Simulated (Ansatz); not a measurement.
Z-matrix (Å, degrees):
```
C
C 1 1.517
H 1 1.091 2 110.7
H 1 1.094 2 111.1 3 119.8
H 1 1.092 2 111.3 3 -120.3
C 2 1.517 1 113.3 3 -58.8
H 2 1.096 1 110.2 3 62.1
H 2 1.095 1 110.3 3 179.5
O 6 1.416 2 107.5 1 63.5
C 6 1.518 2 112.0 1 -174.8
H 6 1.101 2 108.3 1 -54.5
C 9 1.416 6 115.6 2 -152.4
H 10 1.093 6 110.8 2 62.6
H 10 1.093 6 110.0 2 -57.5
H 10 1.092 6 111.3 2 -177.3
C 12 1.518 9 110.6 6 85.0
C 12 1.517 9 107.5 6 -152.4
H 12 1.101 9 109.3 6 -35.1
H 16 1.093 12 110.8 9 -177.6
H 16 1.092 12 111.3 9 -57.4
H 16 1.093 12 110.0 9 62.4
C 17 1.517 12 113.3 9 63.5
H 17 1.096 12 107.8 9 -58.8
H 17 1.095 12 108.3 9 -173.8
H 22 1.091 17 110.7 12 -58.8
H 22 1.092 17 111.3 12 -179.1
H 22 1.094 17 111.1 12 61.0
```

Charge 0, multiplicity 1.

Problem. List the PBE0/def2-TZVPP orbital energies in eV (the Gaussian-basis code of Ansatz). (Estimate.)

Solution. The calculation gave: Occupied: -522.40, -279.35, -279.35, -277.87, -277.87, -277.71, -277.71, -277.59, -277.59, -28.87, -22.69, -21.57, -20.42, -20.18, -18.03, -17.49, -16.30, -15.86, -14.30, -12.87, -12.73, -12.18, -11.96, -11.77, -11.73, -11.29, -10.90, -10.39, -10.37, -9.90, -9.75, -9.58, -9.43, -9.37, -8.96, -8.45, -7.15. Lowest empty: 1.20, 1.51, 1.76, 1.85, 2.51, 2.60, 2.72, 3.04.
